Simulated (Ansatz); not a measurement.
BaF2, SMILES [F][Ba][F].

The structure is a stationary point at PBE0-D3(BJ)/def2-TZVP. The isomer is the one that the SMILES or the coordinates give; other isomers of the formula were not compared. The def2 effective core potentials stand for the cores of Ba; spin–orbit coupling is left out.

Two levels are set side by side: PBE/def2-TZVPD (Ansatz, a first-principles code) and PBE0/def2-TZVPD (Ansatz). Energy differences of separate SCF runs at the same geometry; the states with an electron removed or added have multiplicity 2 and 2. Differences are taken from unrounded values.

```csv
quantity,PBE
vertical ionisation energy (eV),10.20
vertical electron affinity (eV),0.48
vertical singlet–triplet gap (eV),5.48
```

### Question
These are the PBE values. What does PBE0 give? (The exact figures need the calculation; the answer reports its results.)

### Answer

```tsv
quantity	PBE0	PBE minus PBE0
vertical ionisation energy (eV)	10.63	-0.43
vertical electron affinity (eV)	0.47	0.01
vertical singlet–triplet gap (eV)	5.98	-0.51
```
